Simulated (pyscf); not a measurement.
## `[Cl][SiH]=[Se]`, singlet

Gas-phase minimum from PySCF at ωB97X-D3(BJ)/def2-SVP, one conformer. 

SMILES: Cl[SiH]=[Se]
```xyz
4

Cl     1.5483     1.8444    -0.8014
Si     0.2195     0.3941    -0.2527
Se    -0.2006    -0.2007     1.6658
H     -0.3581    -0.1188    -1.5154
```

Bond lengths (Å): Cl1–Si2 2.042, Si2–Se3 2.052, Si2–H4 1.480. Bond angles (°): Cl1–Si2–Se3 126.2, Cl1–Si2–H4 105.7, Se3–Si2–H4 128.1.

Properties at ωB97X-D3(BJ)/def2-SVP:

| Quantity | Result |
|---|---|
| Harmonic wavenumbers, unscaled | 178, 492, 497, 682, 864, 2307 cm⁻¹ |
| Zero-point energy | 7.2 kcal/mol |
| Rotational symmetry number | 1 |
| Entropy of this conformer at 298 K and 1 atm, rigid rotor and harmonic oscillator, modes under 100 cm⁻¹ raised to 100 | 298.5 J/(mol K) |
| Dipole moment | 2.07 D |

Single-point totals, which compare only within one level (frozen core for MP2 and CC):

```csv
level,total energy (hartree)
ωB97X-D3(BJ)/def2-TZVP,-3151.88739
PBE/def2-TZVP,-3151.23909
r²SCAN/def2-TZVP,-3151.86793
B3LYP-D3(BJ)/def2-TZVP,-3152.01146
PBE0-D3(BJ)/def2-TZVP,-3151.38113
M06-2X/def2-TZVP,-3151.92126
ωB97M-D3(BJ)/def2-TZVP,-3152.03537
HF/def2-TZVPP,-3148.94597
MP2/def2-TZVPP,-3149.50973
CCSD/def2-TZVPP,-3149.53545
CCSD(T)/def2-TZVPP,-3149.56249
```

The CCSD(T) − MP2 part came from Ansatz, without density fitting, on the same reference. The frozen core leaves the outer d or s,p core shells of the metals and heavy elements correlated in the MP2 and CC values, and def2-TZVPP describes them poorly, so these totals are far from the basis limit. Elements up to Kr have no core potential and no relativistic terms here.
